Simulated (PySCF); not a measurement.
Species: WN(NH2)3 (singlet state).
Z-matrix (Å and degrees, PBE0-D3(BJ)/def2-SVP geometry), rows numbered from 1:
```
W 
N   1  1.6616
N   1  1.9595  2  103.81
H   3  1.0145  1  125.59  2     0.02
H   3  1.0169  1  124.16  2   179.56
N   1  1.9602  2  103.80  3  -120.09
H   6  1.0169  1  124.37  2   179.58
H   6  1.0144  1  125.47  2     0.15
N   1  1.9598  2  103.79  3   119.89
H   9  1.0144  1  125.36  2    -0.17
H   9  1.0169  1  124.42  2   179.84
```

Computed, not measured: PBE0-D3(BJ)/def2-SVP geometry optimisation, gas phase, def2 core potentials past Kr (PySCF).

Take the most abundant isotopes and a rigid rotor. The values belong to one conformer.

(1) Give the principal moments of inertia and the rotational constants in cm⁻¹.

(2) Classify the top.

(3) Is it planar, by Δ = Ic − Ia − Ib?

(4) Give the other two planar moments, Paa and Pbb, and the rms extents of the mass along the axes.

(5) Where do the R-branch lines fall?

(6) Estimate the classical rotational partition function at 50 K, 200 K and 500 K.

Answers

(1) Ia = 148.51, Ib = 148.79, Ic = 189.21 u·Å²; 505379 MHz·u·Å²/I gives 3403, 3397 and 2671 MHz, that is A = 0.11351, B = 0.11330, C = 0.08910 cm⁻¹.

(2) An oblate symmetric top, as the point group C3v requires two equal moments; the computed ones differ by 0.19 % because the geometry is symmetric only within the optimiser's tolerance: κ = (2 × 3397 − 3403 − 2671)/(3403 − 2671) = 0.98.

(3) Not planar: Δ = Ic − Ia − Ib = -108.10 u·Å². For a rigid frame Δ = −2 Σ m c², so Σ m c² = 54.05 u·Å² lies off the ab plane: 6.21 from hydrogen and 47.84 from heavier atoms. The atom farthest from that plane is 1.66 Å away.

(4) Paa = Σ m a² = (Ib + Ic − Ia)/2 = 94.74 and Pbb = Σ m b² = (Ia + Ic − Ib)/2 = 94.46 u·Å². With the mass M = 246.01 u, the rms extents √(P/M) along a, b and c are 0.62, 0.62, 0.47 Å.

(5) The dipole of 4.47 D lies along the symmetry axis, so ΔK = 0 and J+1 ← J falls at 2B(J+1) for every K: 6.80 GHz, 13.60 GHz, 20.40 GHz, 27.20 GHz, 34.00 GHz for J = 0 to 4.

(6) Point group C3v, symmetry number σ = 3; q = (√π/σ)·√((kT/h)³/(ABC)), k/h = 20836.6 MHz/K: 3580 at 50 K, 28600 at 200 K, 113000 at 500 K.

Stationary, but not proved a minimum. No vibrational averaging or centrifugal distortion is included, and the geometry carries the error of its method.
